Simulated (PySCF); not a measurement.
**Electron correlation in As²⁺ (arsenic, charge +2)**

[Ar] 3d10 4s1 4p2, high-spin 4P determinant (an excited configuration). All numbers are calculated (PySCF 2.14, the spin-free X2C one-electron Hamiltonian (Gaussian nucleus), in x2c-QZVPPall). Frozen: [Ne]; 21 electrons correlated.

MP2 pair energies summed by pair of shells (mhartree):

```
 pair   energy  share (%)
3d-3d  -381.80       50.7
3p-3d  -174.11       23.1
3s-3d   -50.58        6.7
3p-3p   -48.89        6.5
3d-4p   -33.25        4.4
3s-3p   -20.17        2.7
3d-4s   -19.88        2.6
4p-4p    -5.58        0.7
3p-4p    -5.20        0.7
3p-4s    -4.02        0.5
4s-4p    -3.83        0.5
3s-3s    -3.71        0.5
3s-4p    -0.96        0.1
3s-4s    -0.63        0.1
```

Total MP2 correlation energy: -752.59 mhartree.

Same-spin part -267.42 and opposite-spin part -485.17 mhartree; SCS-MP2 scales them by 1/3 and 6/5 to -671.34 mhartree.

This basis was not built for core-valence correlation, so the inner-shell part is incomplete.
